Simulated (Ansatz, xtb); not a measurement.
# F2H3NOSi: which of two isomers lies lower

Structure a is `[NH3+][Si-](=O)(F)F`, a singlet and structure b is `N[Si](O)(F)F`, a singlet. Both are isolated molecules in the gas phase, relaxed with B3LYP-D3(BJ)/def2-SVP; the shapes shown needn't be the lowest conformers.

a (Å):

```yaml
atoms:
  - { symbol: F, position_ang: [0.4698, 0.9849, -0.3446] }
  - { symbol: F, position_ang: [-0.2183, -1.4271, -0.6736] }
  - { symbol: N, position_ang: [-2.0912, 0.3605, -0.1356] }
  - { symbol: O, position_ang: [-0.9104, 0.3730, -2.6939] }
  - { symbol: Si, position_ang: [-0.5105, 0.0618, -1.2526] }
  - { symbol: H, position_ang: [-1.9287, 1.0919, 0.5631] }
  - { symbol: H, position_ang: [-2.3810, -0.4948, 0.3482] }
  - { symbol: H, position_ang: [-2.8422, 0.6599, -0.7648] }
```

b (Å):

```yaml
atoms:
  - { symbol: F, position_ang: [0.3244, 0.3009, 0.3727] }
  - { symbol: F, position_ang: [-0.1084, -0.8208, -1.8986] }
  - { symbol: N, position_ang: [-2.1927, -0.3818, -0.0816] }
  - { symbol: O, position_ang: [-0.9796, 1.5772, -1.6291] }
  - { symbol: Si, position_ang: [-0.7630, 0.1730, -0.8123] }
  - { symbol: H, position_ang: [-3.0388, -0.5234, -0.6234] }
  - { symbol: H, position_ang: [-2.1482, -1.0059, 0.7177] }
  - { symbol: H, position_ang: [-1.4486, 2.2773, -1.1609] }
```

Task: Estimate E(b) − E(a) at the level CCSD(T)/def2-SVP + ΔMP2/def2-TZVPP.

Result: Calculated at CCSD(T)/def2-SVP + ΔMP2/def2-TZVPP: E(b) − E(a) = −28.9 kcal/mol, so structure b lies lower.

How the difference moves with the method:

| level | geometry | E(b) − E(a) (kcal/mol) | departure from the last row (kcal/mol) | job, with rough time for the two |
| --- | --- | --- | --- | --- |
| GFN2-xTB | GFN2-xTB | −10.0 | +18.9 | optimisation, 0.11 s |
| HF/STO-3G | GFN2-xTB | −76.5 | −47.7 | single point, 0.24 s |
| r2SCAN-D4/def2-SVP | GFN2-xTB | −27.9 | +1.0 | single point, 2 s |
| B3LYP-D3(BJ)/def2-SVP | B3LYP-D3(BJ)/def2-SVP | −27.7 | +1.2 | optimisation, 52 s |
| HF/def2-SVP | B3LYP-D3(BJ)/def2-SVP | −35.5 | −6.7 | part of the CCSD(T) run |
| MP2/def2-SVP | B3LYP-D3(BJ)/def2-SVP | −26.6 | +2.3 | part of the CCSD(T) run |
| CCSD(T)/def2-SVP | B3LYP-D3(BJ)/def2-SVP | −27.3 | +1.6 | single point |
| CCSD(T)/def2-SVP + ΔMP2/def2-TZVPP | B3LYP-D3(BJ)/def2-SVP | −28.9 |  | single point, 16 s |

As drawn, b has 1 O–Si, 1 O–H in place of 1 O=Si, 1 N–H.

The levels shown agree on the order. The largest departure from CCSD(T)/def2-SVP + ΔMP2/def2-TZVPP is that of HF/STO-3G, 47.7 kcal/mol. The last row adds to CCSD(T) the change of the MP2 difference between the two basis sets, here −1.6 kcal/mol.

With harmonic frequencies from B3LYP-D3(BJ)/def2-SVP (ideal gas, rigid rotor, one conformer each, 298.15 K, 1 atm): the zero-point term adds −1.4 kcal/mol; ΔH is −30.2 and ΔG −30.0 kcal/mol.

The correlated steps freeze 9 core orbitals. Mirror images aren't counted in ΔG. Codes used: Ansatz 0.2.0, xtb 6.7.1; the last row on 1 thread of AMD EPYC 9R45 96-Core Processor (Zen 5) on a shared host.
